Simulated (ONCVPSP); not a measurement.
# Configuration tests for zirconium (Zr) (ONCV)

* Element: zirconium (Zr)
* Generator: ONCVPSP 4.0.1
* Type: optimised norm-conserving Vanderbilt (ONCV)
* Functional: PW91
* Relativity: scalar-relativistic
* Frozen core: [Ar] 3d10
* Valence charge: 12
* Reference configuration: 4s2 4p6 4d1 (charge +3)
* Partial waves: 4s: rc 1.90 bohr, ncon 4, nbas 7, qcut 4.9 1/bohr, 2 projectors, debl 3.4 Ha; 4p: rc 1.30 bohr, ncon 4, nbas 8, qcut 7.5 1/bohr, 2 projectors, debl 2.8 Ha; 4d: rc 1.90 bohr, ncon 4, nbas 8, qcut 5.9 1/bohr, 3 projectors, debl 2.9 Ha
* Local potential: polynomial inside 1.05 bohr (lpopt 5, dvloc0 4 Ha)
* Core correction: Teter function, fcfact 4.75, rcfact 1.1

In the s channel the program set the typed energies aside and used -3.000, 0.050 Ha.

Energies are relative to the spin-unpolarised reference configuration 4s2 4p6 4d1; without spin polarisation the order of configurations can differ from experiment.

```csv
valence configuration,charge,ΔE all-electron (eV),error AE − PS (meV)
4s2 4p6 4d2 5s2,0,-42.855,+8.0
4s2 4p6 4d2 5s1,+1,-35.666,+7.7
4s2 4p6 4d2 5s1 5p1,0,-39.794,+8.0
```

What are ΔE and the potential's error for 4s2 4p6 4d2?

ΔE = -22.687 eV all-electron; the error (AE − PS) is +3.1 meV.

Levels in the configuration 4s2 4p6 4d2 5s1:

```csv
level,all-electron (eV),pseudo (eV)
4s,-61.247,-61.223
4p,-39.198,-39.203
4d,-10.037,-10.041
5s,-9.999,-9.999
```

Note: no bound ghost flagged; GHOST(+) flagged for s at 100.1 eV.
